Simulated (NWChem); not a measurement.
# CH5F2NOSi; SMILES N[Si@](F)(CF)O

```xyz
11

N      1.4828     0.2179     0.8728
Si     0.0367     0.4125     0.0151
O      0.3584     1.0503    -1.4756
F     -1.0154     1.4583     0.6963
C     -0.8808    -1.2343     0.0463
F      0.0020    -2.2788    -0.1646
H      2.2875     0.8159     0.7343
H      1.7293    -0.6937     1.2381
H     -0.3216     1.6120    -1.8586
H     -1.3742    -1.3759     1.0252
H     -1.6761    -1.2716    -0.7194
```
Atoms are numbered in this order, from 1.

All runs: NWChem. All runs use the structure optimised with PBE0/def2-SVP.

For level B3LYP/def2-SVP:

| Item | Value |
|---|---|
| highest occupied level (eV) | -7.48 |
| orbital gap (eV) | 8.38 |

Question: Estimate the same quantities for level PBE/def2-SVP.

Answer: The highest occupied level (eV) is -6.19 and the orbital gap (eV) comes out as 6.55.
